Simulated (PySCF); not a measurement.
# O³⁺ (oxygen, charge +3) across methods

[He] 2s2 2p1, 2P determinant. Calculation: PySCF 2.14, in aug-cc-pwCVTZ (7s6p4d2f, 59 functions); the non-relativistic Hamiltonian (point nucleus).

```csv
method,E (hartree),mean ε 2s α (eV),mean ε 2s β (eV),mean ε 2p α (eV),Σ⟨r²⟩ (bohr²),⟨S²⟩
PBE,-71.1657,-80.186,-77.804,-66.610,3.395,0.751
r2SCAN,-71.2073,-81.025,-78.166,-67.813,3.390,0.752
LDA,-70.6677,-79.950,-77.507,-66.240,3.414,0.751
UHF,-71.09521,-91.093,-85.631,-78.021,3.397,0.753
PBE0,-71.1792,-83.142,-80.112,-69.602,3.391,0.751
wB97M-V,-71.2630,-85.511,-82.859,-71.773,3.398,0.751
TPSSh,-71.2596,-81.945,-79.012,-68.504,3.383,0.751
revPBE,-71.2350,-80.208,-77.839,-66.622,3.393,0.751
```

Task: Estimate the same row for PBEsol.

Result: E (hartree) = -70.9228; mean ε 2s α (eV) = -79.982; mean ε 2s β (eV) = -77.534; mean ε 2p α (eV) = -66.281; Σ⟨r²⟩ (bohr²) = 3.404; ⟨S²⟩ = 0.751.
